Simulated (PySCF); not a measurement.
# What settings do to a single point of Y2S3

The sound run of Y2S3 (singlet) uses PySCF 2.14.0, RKS TPSS, Y def2-SVP with ECP28, S def2-SVP; non-relativistic Hamiltonian with scalar-relativistic core potentials where named; density fitting; no spin-orbit coupling, grid (50, 194), threshold 1e-8 Eh and 55 cycles, at the relaxed geometry:

```xyz
5

Y     0.6217   -0.1527    2.3398
Y     0.6217   -0.1527   -2.3398
S     1.6017   -0.3933    0.0000
S    -1.6011    0.3931    2.6880
S    -1.6011    0.3931   -2.6880
```

There Y1 has a Mulliken charge of 0.63 e and the dipole about the centre of mass is 11.86 D. Each run below changes one thing and starts from free metal ions and neutral atoms unless it says otherwise; with 55 cycles, smearing, a level shift and second-order steps follow where DIIS fails, and their cycles count. Energy shifts count from the sound run.

```tsv
change	outcome	cycles	energy shift (eV)	largest force component (eV/Å)	charge on Y1 (e)	dipole about the centre of mass (D)
start from a density of up to 30 smeared cycles (not counted)	converged	11	0.0000	0.02	0.63	11.85
spin (2S) set to 8, limit 56 cycles	not converged	56	–	–	–	–
```

Problem. One further run converged with energy shift (eV) -12.68, largest force component (eV/Å) 8.29, charge on Y1 (e) 0.69, dipole about the centre of mass (D) 11.80. Which change was it?
A. threshold 1e-05
B. grid (10, 14)
C. all coordinates × 1.05

Solution. B.

Problem. And the other changes listed?

Solution. 
| change | outcome | cycles | energy shift (eV) | largest force component (eV/Å) | charge on Y1 (e) | dipole about the centre of mass (D) |
| --- | --- | --- | --- | --- | --- | --- |
| threshold 1e-05 | converged | 9 | 0.0000 | 0.02 | 0.63 | 11.84 |
| all coordinates × 1.05 | converged | 13 | 0.39 | 1.85 | 0.68 | 12.28 |

Unsound on purpose, so not properties of the compound: grid (10, 14).

Forces carry noise of the integration grid, about 0.01 to 0.03 eV/Å.

No frequency check is given that shows the relaxed geometry to be a minimum.
